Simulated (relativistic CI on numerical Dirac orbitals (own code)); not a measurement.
**Line list: Electric-dipole lines, Gd XVII**

Calculated at this level of theory: Dirac-Coulomb-Breit CI, orbitals from a KLI potential per configuration, model QED, unscaled Slater integrals (own radial code, finite nucleus).

CI space (outside the closed core [Kr]): 4d10 4f2, 4d10 4f 5s, 4d10 5s2, 4d10 5s 5p, 4d10 4f 5p, 4d10 5p2, 4d10 5s 5d, 4d9 4f3, 4d10 4f 5d, 4d10 5p 5d, 4d9 4f 5s2, 4d10 5d2, 4d10 4f 5f, 4d10 4f 6s, 4d9 4f 5s 5p, 4d9 4f2 5s. Levels of other configurations are missing.

```csv
λ vac (Å),Lower,Upper,A (s⁻¹),gf,Branching (%)
124.68,4d10 4f2 3H_6 [4],4d10 4f 5d 3G°_5 [49],7.22e+10,1.85e+00,51.3
124.73,4d10 4f2 3H_5 [2],4d10 4f 5d 3G°_4 [41],5.68e+10,1.19e+00,44.2
125.42,4d10 4f2 1G_4 [5],4d10 4f 5d 3D°_3 [45],6.01e+10,9.92e-01,41.9
125.56,4d10 4f2 3H_4 [1],4d10 4f 5d 3G°_3 [38],7.83e+10,1.30e+00,45.6
127.92,4d10 4f2 1I_6 [9],4d10 4f 5d 1H°_5 [56],9.76e+10,2.63e+00,57.6
225.38,4d10 4f 5p 3G_3 [19],4d10 4f 5d 3G°_3 [38],3.93e+10,2.09e+00,22.8
225.61,4d10 4f 5p 3G_4 [22],4d10 4f 5d 3H°_5 [42],5.94e+10,4.98e+00,53.4
225.87,4d10 4f 5p 3G_3 [19],4d10 4f 5d 1G°_4 [36],6.12e+10,4.22e+00,57.2
228.02,4d10 4f 5p 3F_2 [20],4d10 4f 5d 3F°_2 [37],5.54e+10,2.16e+00,43.6
229.13,4d10 4f 5p 3G_4 [22],4d10 4f 5d 3H°_4 [39],3.67e+10,2.60e+00,27.7
250.79,4d10 5s 5p 3P°_2 [33],4d10 5s 5d 3D_3 [62],5.53e+10,3.65e+00,44.0
253.95,4d10 5s 5p 1P°_1 [34],4d10 5s 5d 1D_2 [63],8.17e+10,3.95e+00,49.8
258.85,4d10 4f 5p 3D_3 [26],4d10 4f 5d 3D°_3 [53],3.70e+10,2.60e+00,27.0
258.86,4d10 4f 5p 1G_4 [29],4d10 4f 5d 1H°_5 [56],5.48e+10,6.05e+00,32.3
260.44,4d10 4f 5p 3F_3 [23],4d10 4f 5d 3G°_4 [41],4.73e+10,4.33e+00,36.7
260.55,4d10 4f 5p 3F_4 [24],4d10 4f 5d 3G°_5 [49],4.83e+10,5.41e+00,34.3
263.61,4d10 4f 5p 3G_5 [28],4d10 4f 5d 3H°_6 [51],6.08e+10,8.24e+00,77.1
266.05,4d10 4f 5p 3D_3 [26],4d10 4f 5d 3F°_4 [48],2.64e+10,2.52e+00,25.7
334.23,4d10 4f 5s 3F°_4 [16],4d10 4f 5p 3G_5 [28],1.81e+10,3.34e+00,100.0
338.98,4d10 4f 5s 3F°_3 [15],4d10 4f 5p 3F_4 [24],1.13e+10,1.75e+00,66.4
```

Terms are leading LS components. Brackets give the number of a level in order of energy, since labels repeat. The list gives strong lines, with weight on those to low levels, without lines whose two gauges differ by over a factor of 2.5, among the lowest 200 of 960 levels, so that lines to higher ones, which can be the strongest, are missing. Levels whose partners in the same complex of configurations lie outside the list can be far off, and so can their lines. Rates are taken at the computed energies, electric ones in the length gauge.

At this charge transitions that keep the count of f electrons are usually good to a few per cent. Terms inside the open d or f shell come out 10 to 20 % too wide with unscaled integrals. Levels that differ in their count of f electrons can be misplaced by several ten thousand cm⁻¹, since the correlation energy of f electrons is missing or only estimated; rates across such gaps can be off by orders of magnitude.

LS names give the leading component of a level, which can be under half, so a name can repeat, a term be missing and a line seem to break the LS rules.
